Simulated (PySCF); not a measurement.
Isomers C2H9NOSi3:

A. SMILES C#C[Si@H]([SiH3])O[SiH2]N
B. `InChI=1S/C2H9NOSi3/c3-1-2-4-7(5)6/h7H,2H2,5-6H3`
C. SMILES [SiH3]O[Si@@H]1C=C[SiH2]N1

Spectrum 1. $^{1}$H NMR (400 MHz, computed): δ 7.46 (m, 1H), 7.38 (m, 1H), 5.35 (m, 1H), 5.30 (m, 1H), 5.15 (m, 1H), 5.14 (s, 3H), 0.32 (br s, 1H). $^{13}$C{$^{1}$H} NMR (computed): δ 157.9 (CH), 156.5 (CH).

Spectrum 2. $^{1}$H NMR (400 MHz, computed): δ 5.81 (m, 1H), 5.50 (d, 1H), 5.13 (d, 1H), 3.45 (d, 3H), 2.22 (d, 1H), 0.42 (br s, 2H). $^{13}$C{$^{1}$H} NMR (computed): δ 104.6 (CH), 92.4 (C).

Spectrum 3. $^{1}$H NMR (400 MHz, computed): δ 5.90 (sept, 1H), 4.11 (s, 2H), 3.60 (d, 6H). $^{13}$C{$^{1}$H} NMR (computed): δ 121.0 (C), 54.2 (CH2).

- shieldings: GIAO PBE0/pcSseg-1
- coordinates at the GFN2-xTB level
- program: PySCF 2.14
- one averaged value for each set of equivalent atoms, one computed conformer, non-relativistic, isolated molecule

Referencing at the same level of theory: TMS for $^{1}$H (31.72 ppm) and $^{13}$C (186.93 ppm). Where no couplings were computed, multiplicities follow the n + 1 count of equivalent neighbours, and m marks all less simple cases (inequivalent or close neighbours, rings, F or P nearby). Shifts are as computed. Against solution values, carbons near 30 ppm lie about +3 ppm off and those near 130 ppm about +5 ppm. Of 1309 compounds with measured shifts, 239 miss one by over three times the rms of a fit or turn the order of signals round; such compounds aren't used in these exercises. OH and NH positions are gas-phase values without hydrogen bonding to other molecules.

Question: Match each spectrum to its structure.

Answer: 1–C, 2–A, 3–B.

- Spectrum 1 (C): 2 $^{13}$C signals; δC 157.9 is an alkene CH; δC 156.5 is an alkene CH.
- Spectrum 2 (A): 2 $^{13}$C signals; δC 104.6 is a terminal alkyne carbon; δC 92.4 is an alkyne carbon.
- Spectrum 3 (B): 2 $^{13}$C signals; δC 121.0 is a nitrile carbon; δC 54.2 is an sp3 CH2 bonded to O, α to a nitrile.
